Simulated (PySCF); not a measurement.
PySCF input file for BOCl, SMILES O=BCl, PBE-D3(BJ)/def2-TZVP. The structure is a stationary point at PBE-D3(BJ)/def2-TZVP.

```python
import numpy as np
from pyscf import gto, scf, dft, df
from pyscf.hessian import thermo

mol = gto.M(
    atom='''
    B     0.00000000    0.00000000   -0.63180292
    O     0.00000000    0.00000000   -1.84944340
    Cl    0.00000000    0.00000000    1.05615070
    ''',
    basis='def2-TZVP',
    charge=0,
    spin=0,
    max_memory=1600,
    verbose=3,
)
mf = dft.RKS(mol, xc='pbe').density_fit(auxbasis='def2-universal-jkfit')
mf.disp = 'd3bj'
mf.grids.level = 3
mf.conv_tol = 1e-11
mf.max_cycle = 100
mf.kernel()

# [left out here: the lines that compute and print the analytic Hessian (its translational invariance restored by hand, since the grid's response is missing), thermochemistry and intensities]
```

Output:

```
converged SCF energy = -560.107453449321

WARN: DFTD3 does not support analytical Hessian, using finite difference


WARN: Mole.unit (angstrom) is changed to Bohr

Mode                                 0                   1                   2
Irrep
Freq [cm^-1]                      401.5379            401.5379            677.9290
Reduced mass [au]                  11.8369             11.8369             19.1237
Force const [Dyne/A]                1.1244              1.1244              5.1784
Char temp [K]                     577.7236            577.7236            975.3890
Normal mode                   x     y     z       x     y     z       x     y     z
       0   B                -0.00 -0.27  0.00    0.27 -0.00  0.00    0.00 -0.00 -0.12
       1   O                 0.00  0.11  0.00   -0.11  0.00  0.00   -0.00  0.00 -0.16
       2  Cl                 0.00  0.03 -0.00   -0.03  0.00 -0.00   -0.00  0.00  0.11
Mode                                 3
Irrep
Freq [cm^-1]                     1955.1876
Reduced mass [au]                  12.0857
Force const [Dyne/A]               27.2206
Char temp [K]                    2813.0797
Normal mode                   x     y     z
       0   B                 0.00  0.00 -0.25
       1   O                -0.00 -0.00  0.14
       2  Cl                -0.00 -0.00  0.01
temperature 298.1500 [K]
pressure 101325.00 [Pa]
Rotational constants [GHz] inf 5.12738 5.12738
Symmetry number 1
Zero-point energy (ZPE) 0.00783 [Eh]   20552.995 [J/mol]
                           tot       elec      trans        rot        vib
Entropy [J/mol/K]       237.025      0.000    160.270     67.345      9.410
Cv [J/mol/K]             36.768      0.000     12.472      8.314     15.982
Cp [J/mol/K]             45.083      0.000     20.786      8.314     15.982
Internal energy [J/mol]                      3718.434   2478.956  22491.362
Internal energy [Eh]   -560.09653  -560.10745
Enthalpy [J/mol]                             6197.391   2478.956  22491.362
Enthalpy [Eh]          -560.09558
Gibbs free energy [J/mol]                  -41587.155 -17599.880  19685.801
Gibbs free energy [Eh] -560.12250
mode   freq/cm-1   IR/(km/mol)
   1      401.54        25.465
   2      401.54        25.465
   3      677.93        10.014
   4     1955.19       273.044
max |gradient| / (hartree/bohr): 2.1981412246156e-05
APT charges: [ 0.8077 -0.5993 -0.2084]
```

The calculation finished and met its thresholds.
